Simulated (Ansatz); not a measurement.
`B[Se][SiH2]C`, relaxed with RKS PBE0-D4/def2-TZVP in Ansatz from a PBE-D4/def2-SVP geometry. The force threshold is 0.005 eV/Å; the program also tests the step.

Charge 0, multiplicity 1.

Start:

```xyz
11

B    -1.053   -1.804   -1.022
Se    0.675   -1.155   -1.536
Si    0.550    0.921   -0.484
C     0.477    0.723    1.387
H    -1.810   -1.128   -0.355
H    -1.346   -2.920   -1.398
H     1.790    1.662   -0.906
H    -0.660    1.645   -1.006
H    -0.419    0.140    1.679
H     1.377    0.198    1.765
H     0.420    1.718    1.876
```

| step | energy (eV) | largest force (eV/Å) | largest move (Å) |
| --- | --- | --- | --- |
| 1 | -75043.3638 | 0.520 | 0.000 |
| 2 | -75043.4015 | 0.149 | 0.038 |
| 3 | -75043.4043 | 0.033 | 0.013 |
| 4 | -75043.4043 | 0.035 | 0.006 |
| 5 | -75043.4044 | 0.012 | 0.009 |
| 6 | -75043.4044 | 0.015 | 0.005 |
| 7 | -75043.4045 | 0.007 | 0.015 |
| 8 | -75043.4045 | 0.003 | 0.005 |
| 9 | -75043.4045 | 0.004 | 0.004 |
| 10 | -75043.4045 | 0.006 | 0.010 |
| 11 | -75043.4045 | 0.008 | 0.010 |
| 12 | -75043.4045 | 0.008 | 0.010 |
| 13 | -75043.4045 | 0.002 | 0.007 |

End:

```xyz
11

B    -1.052   -1.784   -1.027
Se    0.688   -1.157   -1.492
Si    0.543    0.901   -0.472
C     0.483    0.722    1.382
H    -1.805   -1.101   -0.402
H    -1.347   -2.880   -1.391
H     1.751    1.651   -0.901
H    -0.668    1.589   -0.986
H    -0.391    0.139    1.681
H     1.377    0.216    1.750
H     0.420    1.705    1.856
```

It took 51 s on 4 threads of an Arm Neoverse V2 on a shared host, with 0.53 GiB of host memory at the peak.
